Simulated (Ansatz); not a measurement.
Reaction (ligand exchange at the Si–O bond): `O[SiH](O)[O][AlH2]` + `O[Si](F)(F)F` → `O[SiH](O)O[Si](F)(F)F` + `[OH][AlH2]`

Gas-phase electronic energies from Ansatz, PBE0-D4/def2-TZVP geometries. CCSD(T)/CBS is the MP2 limit (def2-TZVPP, def2-QZVPP) plus CCSD(T) − MP2 in def2-TZVPP, frozen cores. This one scheme is used for every species. Functionals use def2-TZVPP. B3LYP here is the variant with VWN-RPA as its local correlation; programs differ in this. One conformer a species, not always the lowest.

```tsv
level	ΔE (kJ/mol)
PBE0-D4	1.4
B2PLYP	3.0
PBE0	4.0
B3LYP	3.2
CCSD(T)/def2-TZVPP	2.6
HF/def2-QZVPP	3.6
MP2/CBS(def2)	2.2
CCSD/CBS(def2)	2.0
```

Question: What does CCSD(T)/CBS give? (Best estimate.)

Answer: Computed: +1.9 kJ/mol. The listed levels differ from it by -0.5, 1.1, 2.1, 1.3, 0.7, 1.7, 0.3, 0.1 kJ/mol.

Largest T1 diagnostic among the species: 0.012.

The D4 term adds −4.2 kJ/mol with B3LYP and −2.5 kJ/mol with PBE0; it sums over pairs of atoms, weighted by their polarisabilities, and B3LYP, whose exchange is more repulsive, gets the larger term.
